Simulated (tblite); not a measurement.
C7H13NSi.
Atom-mapped SMILES: `[H]/[N:9]=[CH:8]/[C@@H:7]1[C@H:4]([C:2](=[CH2:1])[CH3:3])[CH2:5][SiH2:6]1` (hydrogens: H10, H11 on C1; H12, H13, H14 on C3; H15 on C4; H16, H17 on C5; H18, H19 on Si6; H20 on C7; H21 on C8; H22 on N9)

Computed geometry: GFN2-xTB, gas phase.

What internal coordinates does the optimisation give?

| bond | length (Å) |
| --- | --- |
| C1=C2 | 1.325 |
| C2–C3 | 1.498 |
| C2–C4 | 1.500 |
| C4–C5 | 1.550 |
| C5–Si6 | 1.917 |
| Si6–C7 | 1.918 |
| C7–C8 | 1.477 |
| C8=N9 | 1.257 |
| C4–C7 | 1.556 |
| C1–H10 | 1.077 |
| C1–H11 | 1.078 |
| C3–H12, C3–H13, C3–H14 | 1.088 |
| C4–H15 | 1.093 |
| C5–H16 | 1.089 |
| C5–H17 | 1.087 |
| Si6–H18 | 1.458 |
| Si6–H19 | 1.462 |
| C7–H20 | 1.094 |
| C8–H21 | 1.102 |
| N9–H22 | 1.018 |

Bonds in one row agree within 0.01 Å and their mean is given. A selection of angles:
| angle | degrees |
| --- | --- |
| C2–C1–H10 | 122.1 |
| C2–C1–H11 | 122.0 |
| H10–C1–H11 | 115.9 |
| C1–C2–C3 | 121.5 |
| C1–C2–C4 | 120.9 |
| C3–C2–C4 | 117.6 |
| C2–C3–H12 | 110.7 |
| C2–C3–H14 | 110.5 |
| H12–C3–H13 | 107.6 |
| H12–C3–H14 | 108.8 |
| C2–C4–C5 | 113.3 |
| C2–C4–C7 | 113.8 |
| C2–C4–H15 | 108.0 |
| C5–C4–C7 | 98.0 |
| C5–C4–H15 | 111.9 |
| C7–C4–H15 | 111.7 |
| C4–C5–Si6 | 92.3 |
| C4–C5–H16 | 110.8 |
| C4–C5–H17 | 113.7 |
| Si6–C5–H16 | 113.5 |
| Si6–C5–H17 | 119.3 |
| H16–C5–H17 | 106.8 |
| C5–Si6–C7 | 75.3 |
| C5–Si6–H18 | 115.9 |
| C5–Si6–H19 | 116.3 |
| C7–Si6–H18 | 116.4 |
| C7–Si6–H19 | 116.6 |
| H18–Si6–H19 | 111.9 |
| Si6–C7–C8 | 120.3 |
| Si6–C7–H20 | 110.7 |
| C8–C7–H20 | 106.3 |
| C4–C7–Si6 | 92.1 |
| C4–C7–C8 | 117.8 |
| C4–C7–H20 | 109.0 |
| C7–C8–N9 | 120.1 |
| C7–C8–H21 | 115.4 |
| N9–C8–H21 | 124.5 |
| C8–N9–H22 | 115.7 |

Dihedral angles: C1–C2–C4–C5 -128° (anticlinal); C2–C4–C5–Si6 -108° (anticlinal); C4–C5–Si6–C7 -11° (synperiplanar); C5–Si6–C7–C8 135° (anticlinal); Si6–C7–C8–N9 34° (synclinal); C2–C4–C7–Si6 107° (anticlinal); H22–N9–C8–C7 178° (antiperiplanar).

Si6 (SiH2 silicon) has angles from 75.3° to 116.6°. The C–C distances run from 1.325 Å (C1=C2, drawn double) to 1.556 Å (C4–C7, drawn single), a spread of 0.231 Å. N9 (imine nitrogen) is bent (angle 115.7°). The 4-membered ring C4–C5–Si6–C7 has internal angles of 75.3° to 98.0° (sum 358°, against 360° for a flat polygon); it is puckered, 0.08 Å rms from its mean plane, widest ring torsion 13°. Of the pairs four or more bonds apart, C8···H12 is among the closest relative to their van der Waals radii: 2.46 Å, 85 % of the sum of Bondi's values.

Point group: C1 (no symmetry element, even within 0.4 Å). Its GFN2-xTB frequencies are all real (lowest 58 cm⁻¹). The numbers are those of one conformer. 3 starts were optimised and ended at 0.00, 0.35 and 0.89 kcal/mol (GFN2-xTB); the lowest of these is shown.
